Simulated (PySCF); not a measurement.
Isomers of C5H15GeN, from PySCF, PBE0-D3(BJ)/def2-SVP geometry optimisation, gas phase. One conformer each, no zero-point energy, no frequencies.

Problem. Which isomer lies lower at this level?
A. `[CH3:1][CH2:2][CH2:3][CH2:4][N:5]([CH3:6])[GeH3:7]` with C1–C2–C3–C4 179°, C2–C3–C4–N5 174°, C3–C4–N5–C6 -172°: A = 2846, B = 761.7, C = 621.2 MHz, dipole 0.55 D
B. `[CH3:1][CH2:2][CH2:3][CH2:4][CH2:5][NH:6][GeH3:7]` with C1–C2–C3–C4 180°, C2–C3–C4–C5 180°, C3–C4–C5–N6 -179°, C4–C5–N6–Ge7 162°: A = 10841, B = 371.2, C = 366.1 MHz, dipole 0.85 D

Solution. B. That is `CCCCC[NH][GeH3]`, 6.4 kcal/mol below the other.

```
          SMILES                                       mapped SMILES       E (Eh)  relative (kcal/mol)  relative (kJ/mol)  dipole (D)
 CCCCC[NH][GeH3]   [CH3:1][CH2:2][CH2:3][CH2:4][CH2:5][NH:6][GeH3:7]  -2330.31461                  0.0                0.0        0.85
CCCC[N](C)[GeH3]  [CH3:1][CH2:2][CH2:3][CH2:4][N:5]([CH3:6])[GeH3:7]  -2330.30433                  6.4               27.0        0.55
```

As drawn, the lower has an N–H bond, which the higher lacks.
